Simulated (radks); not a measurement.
The numbers below are computed, except where a source is named.
The oxygen anion O2-, [Ne], held by a Watson sphere: a shell of charge +2 at radius R that stands for the Madelung well of a crystal (potential energy -2/R inside, -2/r outside, in hartree with lengths in bohr). Level of theory: non-relativistic Kohn-Sham, LDA (Slater exchange, VWN5 correlation), spin-unpolarised, spherical densities, point nucleus (a radial shooting solver on a logarithmic mesh with Libxc functionals). Response by self-consistent Sternheimer equations with the Hartree and adiabatic LDA kernel. The sphere does not respond.

R (bohr),e(1s) (eV),e(2s) (eV),e(2p) (eV),<r> 2p (bohr),sum of <r^2> (bohr^2),X-ray form factor at sin(theta)/lambda = 0.2 1/angstrom,alpha (bohr^3)
1.93,-504.21,-22.193,-8.140,1.474,21.24,6.127,13.63
2.58,-503.82,-19.719,-6.052,1.618,25.79,5.863,25.65
2.64,-503.76,-19.541,-5.891,1.631,26.21,5.847,27.14
3.27,-503.11,-18.048,-4.473,1.751,30.77,5.731,48.33
3.98,-502.46,-16.962,-3.357,1.876,36.39,5.679,89.72
